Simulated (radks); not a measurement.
Results of a calculation; reference values are marked as such.
Task: These are the eigenvalues of the occupied orbitals of an atom or ion with whole-number occupations (Ry). Level of theory: Dirac Kohn-Sham, PBEsol, spin-unpolarised, spherical densities, point nucleus (a radial shooting solver on a logarithmic mesh with Libxc functionals).

1s1/2: -1195.205
2s1/2: -183.2882
2p1/2: -169.1476
2p3/2: -164.1116
3s1/2: -46.98864
3p1/2: -41.84804
3p3/2: -40.98979
3d3/2: -32.11155
3d5/2: -31.94957

Which element is it, and in what charge state? The configuration may be excited. Open shells, if any, fill j = l - 1/2 first.

Result: Z = 38, strontium, charge +13: Sr13+ in [Ar] 3d7. The list shows which subshells hold electrons but not how many an open one holds; the 1s level, -597.6 hartree, gives Z - s = 34.6 by -(Z - s)^2/2, which with screening and relativity narrows Z to a few neighbours, and the depths of the outer levels then fix element, charge and occupations together.
